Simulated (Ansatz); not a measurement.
Ideal-gas functions of F₂ISi, SMILES `F[Si](F)I` radical at 600 K and 1 bar, from an Ansatz frequency run at PBE0-D4/def2-TZVP.

Molar mass 192.99 g/mol, point group Cs (symmetry number 1), electronic degeneracy 2, moments of inertia 68.727, 351.419, 404.953 u Å². Harmonic wavenumbers (cm⁻¹, unscaled): 162, 191, 328, 391, 865, 936.

Use S(trans) = R[1.5 ln M + 2.5 ln T − 1.1517]; rotational temperatures θ = 24.2544 K / I; S(rot) = R[ln(√π/σ · √(T³/θAθBθC)) + 1.5]; for each mode x = 1.438777 ν̃/T, S = R[x/(eˣ − 1) − ln(1 − e⁻ˣ)] and H = RT x/(eˣ − 1); 1 cm⁻¹ = 0.0119627 kJ/mol; R = 8.31446 J/(mol·K).

Problem. By hand: the entropy, in J/(mol·K).

Solution. Translation 189.0. Rotation: θ = 0.3529, 0.069, 0.0599 K, giving 124.2. Vibration, mode by mode: 16.23, 14.88, 10.52, 9.15, 3.59, 3.14, in all 57.5. Electronic 5.8. Sum 376.5 J/(mol·K).

Problem. By hand: H − E and G − E in kJ/mol, counted from the electronic energy.

Solution. Zero-point energy ½ × 2873 × 0.0119627 = 17.2; thermal vibration 17.1; translation, rotation and pV give 4 RT = 20.0. H − E = 54.3 kJ/mol, and G − E = 54.3 − 600 × 376.5/1000 = -171.6 kJ/mol.

Vibration gives 15 % of the entropy.
